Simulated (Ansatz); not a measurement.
Geometry optimisation, RKS CAM-B3LYP-D4/def2-SVP in Ansatz.

The input (input.yaml):

```yaml
crystal:
  periodic: [false, false, false]
  atoms:
    - { symbol: "N", position_ang: [-1.359, -0.59, -1.049] }
    - { symbol: B, position_ang: [-0.8462, -0.7354, 0.3383] }
    - { symbol: Si, position_ang: [0.8752, -0.0243, 0.7881] }
    - { symbol: F, position_ang: [2.1496, -0.7069, -0.2024] }
    - { symbol: S, position_ang: [0.9181, 2.098, 0.5271] }
    - { symbol: H, position_ang: [-0.7166, -0.9353, -1.732] }
    - { symbol: H, position_ang: [-1.4228, 0.4846, -1.2398] }
    - { symbol: H, position_ang: [-1.4292, -1.3026, 1.1441] }
    - { symbol: H, position_ang: [1.2125, -0.3338, 2.2462] }
    - { symbol: H, position_ang: [0.7014, 1.9945, -0.8177] }
basis:
  gaussian: { orbitals: def2-SVP }
hamiltonian:
  xc: cam_b3lyp
  dispersion: d4
relax:
  f_tol: 0.02
  max_steps: 50
```

Run as:

```bash
$ ansatz run input.yaml --threads 2 --pin off --max-ram 3072MiB --backend cpu --events-out ev --progress --plain --runs-dir out
```

Problem. Where does it end, and by what steps?

Solution. The forces met the threshold. After 19 steps the energy has fallen by 2.158 eV; H7 moved furthest, 1.67 Å.

```csv
step,energy less start (eV),largest force component (eV/Å),accepted
0,0.0000,3.771,yes
1,-0.4811,2.096,yes
2,-0.7458,1.407,yes
3,-1.0234,1.463,yes
4,-1.2997,2.324,yes
5,-1.5984,2.075,yes
6,-1.8396,1.315,yes
7,-1.9668,1.956,yes
8,-2.0791,0.638,yes
9,-2.0931,0.494,yes
10,-2.1179,0.390,yes
11,-2.1276,0.398,yes
12,-2.1436,0.218,yes
13,-2.1497,0.094,yes
14,-2.1540,0.091,yes
15,-2.1558,0.169,yes
16,-2.1569,0.188,yes
17,-2.1576,0.055,yes
18,-2.1578,0.031,yes
19,-2.1578,0.018,yes
```

```xyz
10
Properties=species:S:1:pos:R:3
N -1.126 -0.861 -1.050
B -0.936 -0.316 0.206
Si 0.978 0.005 0.710
F 1.823 -0.612 -0.557
S 1.452 2.074 0.982
H -0.348 -1.111 -1.652
H -2.038 -1.059 -1.448
H -1.890 -0.044 0.891
H 1.514 -0.644 1.934
H 0.654 2.516 -0.012
```

The run took 40 s on 2 threads of Intel(R) Xeon(R) 6975P-C (Granite Rapids), with other jobs on the host, peak memory 0.28 GiB.
